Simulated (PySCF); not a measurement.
C₃H₄F₂OS.
Cartesian coordinates in Å at the GFN2-xTB level; atoms count from 1:
```xyz
11
C3H4F2OS angstrom
F      2.438   -0.043   -0.574
C      1.594    0.133    0.474
F      2.205    0.961    1.321
O      0.432    0.713    0.075
C     -0.392   -0.102   -0.688
C     -1.848    0.120   -0.557
S     -1.272   -1.424    0.171
H      1.456   -0.854    0.958
H      0.030   -0.387   -1.649
H     -2.468    0.021   -1.437
H     -2.168    0.866    0.157
```

Theory: CAM-B3LYP/def2-SVPD in PySCF (dipole) on a GFN2-xTB geometry, gas phase.

Masses are those of the commonest isotopes; rigid-rotor values at the optimised geometry. The values belong to one conformer with, in the numbering `[F:1][CH:2]([F:3])[O:4][C@@H:5]1[CH2:6][S:7]1`, F1–C2–O4–C5 70°, C2–O4–C5–C6 149°.

(1) Give the principal moments of inertia and the rotational constants in MHz.

(2) Classify the top.

(3) What does the inertial defect say?

(4) Give the other two planar moments, Paa and Pbb, and the rms extents of the mass along the axes.

(5) Where do the levels up to J = 3 lie, in MHz?

(6) Predict some low-J microwave lines.

## Answers

(1) Ia = 101.56, Ib = 426.79, Ic = 431.28 u·Å²; 505379 MHz·u·Å²/I gives A = 4976, B = 1184, C = 1172 MHz.

(2) A near-prolate asymmetric top: κ = (2 × 1184 − 4976 − 1172)/(4976 − 1172) = -0.99.

(3) Not planar: Δ = Ic − Ia − Ib = -97.08 u·Å². For a rigid frame Δ = −2 Σ m c², so Σ m c² = 48.54 u·Å² lies off the ab plane: 5.46 from hydrogen and 43.07 from heavier atoms. The atom farthest from that plane is 1.48 Å away.

(4) Paa = Σ m a² = (Ib + Ic − Ia)/2 = 378.25 and Pbb = Σ m b² = (Ia + Ic − Ib)/2 = 53.02 u·Å². With the mass M = 126.00 u, the rms extents √(P/M) along a, b and c are 1.73, 0.65, 0.62 Å.

(5) Above 0(0,0):
J = 1: 1(0,1) 2356, 1(1,1) 6148, 1(1,0) 6160
J = 2: 2(0,2) 7068, 2(1,2) 10847, 2(1,1) 10884, 2(2,1) 22260, 2(2,0) 22260
J = 3: 3(0,3) 14136, 3(1,3) 17897, 3(1,2) 17971, 3(2,2) 29328, 3(2,1) 29328, 3(3,1) 48318, 3(3,0) 48318

(6) The dipole components are |μa| = 2.16 D, |μb| = 0.00 D, |μc| = 0.73 D. Intensities carry the squares of the components, which stand as 1.00 : 0.00 : 0.11 (a : b : c). Some lines, for components of 0.1 D or more:

```tsv
type	branch	J(Ka,Kc)	MHz	lower level (cm⁻¹)
a	R	1(0,1) ← 0(0,0)	2356	0.000
c	Q	2(1,2) ← 2(0,2)	3780	0.236
c	Q	1(1,1) ← 1(0,1)	3792	0.079
a	R	2(1,2) ← 1(1,1)	4700	0.205
a	R	2(0,2) ← 1(0,1)	4712	0.079
a	R	2(1,1) ← 1(1,0)	4724	0.205
c	R	1(1,0) ← 0(0,0)	6160	0.000
c	R	2(1,1) ← 1(0,1)	8528	0.079
c	Q	2(2,1) ← 2(1,1)	11376	0.363
c	R	2(2,0) ← 1(1,0)	16100	0.205
c	R	2(2,1) ← 1(1,1)	16112	0.205
```

No frequency check. No vibrational averaging or centrifugal distortion is included, and the geometry carries the error of its method.

Hardware: one thread of an Arm Neoverse V1, no GPU, shared host. Cost: 33 s. This is the CAM-B3LYP/def2-SVPD job that gave the dipole, with the excitations it also computed.
